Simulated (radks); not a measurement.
Spherical jellium clusters: N electrons in a uniform positive sphere of charge N and radius rs N^(1/3), rs = 2.61 bohr. Calculated with a radial shooting solver with Libxc functionals: non-relativistic Kohn-Sham, LDA (Slater exchange, Perdew-Wang correlation), spin-polarised, spherical densities. Levels are named by radial order and angular momentum (1s, 1p, 1d, 2s, ...), and open shells are averaged over m.

N = 23, configuration 1s2 1p6 1d10 2s2 1f(up 3, down 0). This is the lowest configuration that the search found. Occupied and some empty levels:

level    occupation  eigenvalue (eV)  <r> (bohr)
1s up             1          -8.9360       4.537
1s down           1          -8.7697       4.435
1p up             3          -7.2247       5.463
1p down           3          -6.9799       5.408
1d up             5          -5.1389       6.179
1d down           5          -4.8520       6.161
2s up             1          -4.3256       5.435
2s down           1          -4.1549       5.487
1f up             3          -2.8034       6.903
1f down           0          -2.5059       6.933
2p up             0          -2.0310       7.174
2p down           0          -1.8705       7.268
1g up             0         -0.39378       7.993
2d up             0         -0.35134       10.49
2d down           0         -0.24576       11.00
1g down           0         -0.12935       8.208

Energy (eV): total -28.9308, kinetic 85.663, external -2260.8, Hartree 1101.1, exchange-correlation -118.50, background 1163.6.
